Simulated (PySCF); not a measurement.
Exercise with solution: oscillator strength and radiative lifetime

C2H9FSi2, SMILES C[Si@@H](F)C[SiH3].

Geometry optimised at TPSSh-D3(BJ)/def2-SVP. The structure was generated by enumeration; whether it is a known compound was not checked. The values are those of a single conformer.

TDA-PBE0/def2-SVPD (PySCF) puts the first singlet state with f over 0.02 at 7.95 eV (vertical), with the transition dipole (-0.879, -0.248, 0.052) in atomic units.

### Question
Find the oscillator strength, the wavelength and the radiative lifetime that this transition would have in vacuum if emission retraced absorption.

### Answer

|μ|² = 0.8368 au, so |μ| = 2.33 D. ΔE = 7.95/27.211 = 0.2922 hartree. f = (2/3) ΔE |μ|² = 0.163 (the program prints 0.163).
λ = 1239.84/7.95 = 156 nm; ν = 64121 cm⁻¹.
Einstein's coefficient A = 0.6670 ν² f s⁻¹ (ν in cm⁻¹) = 4.5e8 s⁻¹, so τ = 1/A = 2.2 ns. This state is S2; the lower singlet has f = 0.014. The figure is the radiative limit of this one transition; relaxation, internal conversion, crossing to triplets and a medium change what is measured.
